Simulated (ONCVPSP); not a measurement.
## Cutoff test, beryllium, ONCV

- Element: beryllium (Be)
- Generator: ONCVPSP 4.0.1
- Type: optimised norm-conserving Vanderbilt (ONCV)
- Functional: PBE
- Relativity: scalar-relativistic
- Frozen core: none
- Valence charge: 4
- Reference configuration: 1s2 2s0.5 (charge +1.5)
- Partial waves: 1s+2s: rc 0.65 bohr, ncon 5, nbas 10, qcut 21.1 1/bohr, 2 projectors; p scattering state at 0.12 Ha: rc 0.65 bohr, ncon 4, nbas 8, qcut 11.9 1/bohr, 3 projectors, debl 1.6 Ha; d scattering state at 0.08 Ha: rc 0.70 bohr, ncon 4, nbas 8, qcut 22 1/bohr, 2 projectors, debl 1.1 Ha
- Local potential: polynomial inside 0.45 bohr (lpopt 5, dvloc0 3 Ha)
- Core correction: none

Task: For each optimised wave give the share of its norm inside rc, the residual kinetic energy above qcut (Ha) and the cutoffs (Ha) for errors of 10, 1, 0.1 and 0.01 mHa per electron.

Result:

| wave | norm inside rc | residual KE | 10 mHa | 1 mHa | 0.1 mHa | 0.01 mHa |
| --- | --- | --- | --- | --- | --- | --- |
| 1s | 0.840 | 7.5e-07 | 113.9 | 147.8 | 176.4 | 198.5 |
| 2s | 0.029 | 1.5e-07 | 70.0 | 113.6 | 150.0 | 180.3 |
| p projector 1 | 0.020 | 2.5e-05 | 12.5 | 32.4 | 55.6 | 122.5 |
| p projector 2 | 0.038 | 6.1e-05 | 19.9 | 43.1 | 65.9 | 135.6 |
| p projector 3 | 0.035 | 8.4e-05 | 22.6 | 46.1 | 69.1 | 132.7 |
| d projector 1 | 0.001 | 1.4e-10 | 2.9 | 6.2 | 14.5 | 31.8 |
| d projector 2 | 0.002 | 3.2e-10 | 5.6 | 11.8 | 23.4 | 53.6 |

The occupied waves need 148 Ha and 176 Ha for 1 and 0.1 mHa. Rows with under 1 % of the norm inside rc give no meaningful cutoff. Note: no bound ghost flagged; GHOST(+) flagged for p at 21.8 eV. 1 of 4 tests not solved or not reliable.
